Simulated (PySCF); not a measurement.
## `InChI=1S/C6H12O2/c1-4-2-6(8)5(4)3-7/h4-8H,2-3H2,1H3/t4-,5-,6-/m0/s1`

Molfile (atoms numbered from 1):
```
C6H12O2
     RDKit          3D

 20 20  0  0  0  0  0  0  0  0999 V2000
   -1.6375   -1.2761    0.1357 C   0  0  0  0  0  0  0  0  0  0  0  0
   -0.9714   -0.1679   -0.6624 C   0  0  1  0  0  0  0  0  0  0  0  0
   -1.1551    1.2310   -0.0398 C   0  0  0  0  0  0  0  0  0  0  0  0
    0.2957    1.1712    0.4758 C   0  0  2  0  0  0  0  0  0  0  0  0
    1.1060    2.3040    0.3622 O   0  0  0  0  0  0  0  0  0  0  0  0
    0.5575   -0.0229   -0.4708 C   0  0  1  0  0  0  0  0  0  0  0  0
    1.3868   -1.1756    0.0800 C   0  0  0  0  0  0  0  0  0  0  0  0
    2.7461   -0.8226    0.1818 O   0  0  0  0  0  0  0  0  0  0  0  0
   -1.3245   -2.2526   -0.2256 H   0  0  0  0  0  0  0  0  0  0  0  0
   -2.7181   -1.2017    0.0318 H   0  0  0  0  0  0  0  0  0  0  0  0
   -1.3899   -1.1994    1.1909 H   0  0  0  0  0  0  0  0  0  0  0  0
   -1.2786   -0.2465   -1.7074 H   0  0  0  0  0  0  0  0  0  0  0  0
   -1.9316    1.3236    0.7153 H   0  0  0  0  0  0  0  0  0  0  0  0
   -1.2884    2.0144   -0.7849 H   0  0  0  0  0  0  0  0  0  0  0  0
    0.3500    0.8843    1.5289 H   0  0  0  0  0  0  0  0  0  0  0  0
    1.0589    2.6325   -0.5432 H   0  0  0  0  0  0  0  0  0  0  0  0
    1.0331    0.3236   -1.3936 H   0  0  0  0  0  0  0  0  0  0  0  0
    1.3509   -2.0323   -0.5983 H   0  0  0  0  0  0  0  0  0  0  0  0
    1.0011   -1.4898    1.0603 H   0  0  0  0  0  0  0  0  0  0  0  0
    2.8040    0.0137    0.6600 H   0  0  0  0  0  0  0  0  0  0  0  0
  1  2  1  0
  2  3  1  0
  3  4  1  0
  4  5  1  0
  4  6  1  0
  6  7  1  0
  7  8  1  0
  6  2  1  0
  1  9  1  0
  1 10  1  0
  1 11  1  0
  2 12  1  6
  3 13  1  0
  3 14  1  0
  4 15  1  1
  5 16  1  0
  6 17  1  6
  7 18  1  0
  7 19  1  0
  8 20  1  0
M  END
```

Level of theory: TDDFT B3LYP/def2-SVPD circular dichroism and optical rotation, one conformer, gas phase in PySCF 2.14.0. Geometry: GFN2-xTB.

The molecule is flexible and this is one conformer; a measurement averages over conformers. States above about 7.4 eV (minus the energy of the highest occupied orbital) lie near or above the ionisation threshold and depend on the basis.

(1) Draw the ECD and absorption spectra from the lowest 12 states, each a Gaussian of half-width 0.35 eV at 1/e height.

## Answers

(1) 
```tsv
E (eV)	λ (nm)	Δε (L mol⁻¹ cm⁻¹)	ε (L mol⁻¹ cm⁻¹)
6.06	205	+0.18	114
6.16	201	+0.44	240
6.26	198	+0.97	434
6.36	195	+1.92	676
6.46	192	+3.42	918
6.56	189	+5.42	1110
6.66	186	+7.51	1220
6.76	183	+8.91	1300
6.86	181	+8.66	1380
6.96	178	+6.17	1500
7.06	176	+1.63	1660
7.16	173	-3.88	1840
7.26	171	-8.79	1990
7.36	168	-11.59	2060
7.46	166	-11.38	2040
7.56	164	-8.02	1940
7.66	162	-2.10	1790
7.76	160	+5.12	1650
```
Δε uses R in velocity form, ε uses f in length form. Only the states computed contribute, so the short-wavelength end is incomplete.

The sign of the CD band at 175 nm isn't settled: the length form gives the opposite one.
